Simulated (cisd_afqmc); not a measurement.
Input (AFQMC/CISD/cc-pVDZ; cisd_afqmc is a phaseless AFQMC code with CISD trial states that reads the integrals written by Ansatz):

Ansatz 0.2 input:
```python
import cisd_afqmc

open("ham.yaml", "w").write("""\
crystal:
  periodic: [false, false, false]
  atoms:
    - {symbol: C, position_ang: [-0.56687313, 0.45164240, -0.01738260]}
    - {symbol: F, position_ang: [0.52970873, -0.26358262, 0.01653168]}
    - {symbol: H, position_ang: [-1.36613982, -0.33761083, -0.04448949]}
basis:
  gaussian:
    orbitals: cc-pVDZ
magnetization: {spin_polarized: false}
correlation: {method: ccsd, electrons: outside_noble_gas, hamiltonian_folder: ham}
""")
rep = cisd_afqmc.ansatz("ham.yaml")
e_ccsd = rep["correlation"]["coupled_cluster"]["energy"]["hartree"]
out = cisd_afqmc.run("ham", e_ccsd, trial="CISD", walkers=200, populations=8, threads=8, dt=0.005, steps=40, early=24, settle=10, least=32,
    cut=5e-5, rank_cut=2e-4, target=0.0004, seconds=1500, seed=1, memory=17280, gpu=False)
```

Output:

```
orbitals 31, occupied [6], factors 163 of 306, rank of the doubles 88 of 150
E(HF) = -137.765090
E(CCSD) on the cut factors = -138.084434, shift to the whole factors -0.000009
Energy of the trial state on the determinant = -138.084442
  tau behind 7.2 of longer steps, mean of the populations' last blocks
   2.0  -138.09377
   4.0  -138.09357
   6.0  -138.09342
   8.0  -138.09255
blocks 261 (1 outliers left out), error by blocks joined: 1: 0.00021, 2: 0.00024, 4: 0.00027, 8: 0.00028, 16: 0.00029
E(AFQMC/CISD) = -138.09327 +/- 0.00029
```

A triplet may lie lower; no result for it is given here.
